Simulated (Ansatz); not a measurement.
## Forces on a displaced structure

C₂H₂FOSi (charge +1), closed shell, at a frame of a short PBE0-D4/def2-SVP trajectory.

O1  (-0.150, 0.111, 1.564)
C2  (0.348, -0.623, 0.574)
C3  (0.220, -0.315, -0.759)
Si4  (-0.452, 0.876, -1.686)
F5  (-0.992, 1.636, -3.004)
H6  (0.236, -0.136, 2.416)
H7  (0.965, -1.519, 0.912)
(Å)

Ansatz 0.2.0; basis: def2-TZVPP; cores frozen in the correlated methods.

CCSD(T) forces from the calculation:
```json
{"atom": "O1", "Fx": "0.356", "Fy": "-0.201", "Fz (eV/Å)": "-1.039"}
{"atom": "C2", "Fx": "0.668", "Fy": "-0.099", "Fz (eV/Å)": "1.270"}
{"atom": "C3", "Fx": "0.512", "Fy": "-1.264", "Fz (eV/Å)": "0.278"}
{"atom": "Si4", "Fx": "-1.769", "Fy": "2.433", "Fz (eV/Å)": "-1.473"}
{"atom": "F5", "Fx": "1.179", "Fy": "-1.608", "Fz (eV/Å)": "1.660"}
{"atom": "H6", "Fx": "-0.125", "Fy": "-0.248", "Fz (eV/Å)": "0.092"}
{"atom": "H7", "Fx": "-0.821", "Fy": "0.987", "Fz (eV/Å)": "-0.787"}
```

Problem. Which atom feels the largest CCSD(T) force, and how large is it?

Solution. Si4, 3.35 eV/Å, along (-0.53, 0.73, -0.44).

Root-mean-square difference of the force components from those of CCSD(T): PBE-D4 0.326; r2SCAN-D4 0.208; PBE0-D4 0.261; wB97M-V 0.267 eV/Å.

No T1 diagnostic of these runs exceeds 0.022. The restricted Hartree–Fock reference is unstable towards an unrestricted one here. These are differences at one structure, and CCSD(T) in triple zeta is itself an approximation.

For scale, one of the runs: CCSD(T)/def2-TZVPP forces, 194 basis functions, launched by `ansatz run in.yaml --threads 4 --pin off --events-out ev --progress --plain --max-ram 6963MiB`. The run took 6.8 min on 4 CPU threads of an Arm Neoverse N1 (shared host), with 4.4 GiB of host memory at its peak.
